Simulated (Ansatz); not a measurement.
`C[CH2][Al]([OH])[SH]` and `C[CH2][Al]([NH2])[OH]` differ in one atom or group.

Ansatz, PBE0-D4/def2-TZVP geometries, multiplicity 1. Each molecule was computed in one conformer, which needn't be the lowest.

```json
{"property": "size of the dipole moment (ωB97M-V/def2-TZVPP) / D", "`C[CH2][Al]([OH])[SH]`": "0.90"}
{"property": "LUMO energy (ωB97M-V/def2-TZVPP) / eV", "`C[CH2][Al]([OH])[SH]`": "1.35"}
{"property": "LUMO energy (PBE/def2-TZVPP) / eV", "`C[CH2][Al]([OH])[SH]`": "-0.95"}
{"property": "HOMO energy (PBE0/def2-TZVPP) / eV", "`C[CH2][Al]([OH])[SH]`": "-7.58"}
{"property": "HOMO–LUMO gap (PBE/def2-TZVPP) / eV", "`C[CH2][Al]([OH])[SH]`": "5.39"}
{"property": "HOMO–LUMO gap (PBE0/def2-TZVPP) / eV", "`C[CH2][Al]([OH])[SH]`": "7.43"}
```

Problem. What does the change do to each property? (Best estimate.)

Solution. Ansatz gave: 
```tsv
property	`C[CH2][Al]([NH2])[OH]`	shift
size of the dipole moment (ωB97M-V/def2-TZVPP) / D	1.71	0.81
LUMO energy (ωB97M-V/def2-TZVPP) / eV	1.55	0.20
LUMO energy (PBE/def2-TZVPP) / eV	-0.68	0.27
HOMO energy (PBE0/def2-TZVPP) / eV	-7.26	0.32
HOMO–LUMO gap (PBE/def2-TZVPP) / eV	5.15	-0.24
HOMO–LUMO gap (PBE0/def2-TZVPP) / eV	7.38	-0.05
```

With PBE0 the HOMO rises by 0.32 eV and the LUMO rises by 0.27 eV, so the gap narrows by about 0.05 eV. PBE moves the HOMO by 0.51 eV and ωB97M-V by 0.09 eV. The zero-point energy changes by 42.2 kJ/mol with +3 modes. Dipoles are sizes alone; their direction can turn.
